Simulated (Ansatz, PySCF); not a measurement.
Diatomic KRb, closed-shell singlet (lowest of 2S+1 = 1, 3 at CCSD(T)/def2-TZVPP on PBE0 minima; our sources give no spin for the ground state, which may be another). No spin–orbit coupling. K is treated without relativity.

Seven points along R, fitted to fifth degree in 1/R; most abundant isotopes. In def2 and cc sets the state is the lowest found near the PBE0 minimum, followed along R. The singlet is held restricted. HF and MP2 rows in def2 and cc sets belong to the determinant that coupled cluster picked by its CCSD energy.

Correlated levels freeze the inner cores; with def2 sets outer-core shells near the valence are correlated too. Rows in LANL2DZ carry no dispersion term and start afresh at each structure. LANL2DZ brings its own core potentials from Na on.

The values were computed with Ansatz (Gaussian basis) for Hartree–Fock, density functionals and correlated methods; PySCF for LANL2DZ rows. Values without a source in brackets are computed. In def2 rows elements past Kr take small-core potentials, without spin–orbit coupling.

```
level               r_e (Å)  ω_e (cm⁻¹)  ω_e x_e (cm⁻¹)  dipole (D)
------------------  -------  ----------  --------------  ----------
r2SCAN/def2-TZVPP     4.225          72            0.22        0.58
B97M-V/def2-TZVPP     4.186          71            0.14        0.27
B3LYP/LANL2DZ         4.106         [?]            0.17        0.37
PBE0/def2-TZVPP       4.154          75            0.16        0.56
wB97X-V/def2-TZVPP    4.128          80            0.13        0.71
SCS-MP2/def2-TZVPP    4.130          75            0.14           -
CCSD/def2-QZVPP       4.113          76            0.17           -
CCSD(T)/def2-QZVPP      [?]         [?]            0.20           -
```

**Question.** Complete the blanks.

**Answer.** 
- CCSD(T)/def2-QZVPP, r_e (Å): 4.100
- CCSD(T)/def2-QZVPP, ω_e (cm⁻¹): 75
- B3LYP/LANL2DZ, ω_e (cm⁻¹): 72

Doubts at one or more of the structures used: a restricted determinant that unrestricted orbitals would lower (SCS-MP2/def2-TZVPP, CCSD/def2-QZVPP, CCSD(T)/def2-QZVPP).

Ansatz is a quantum-chemistry and plane-wave program.
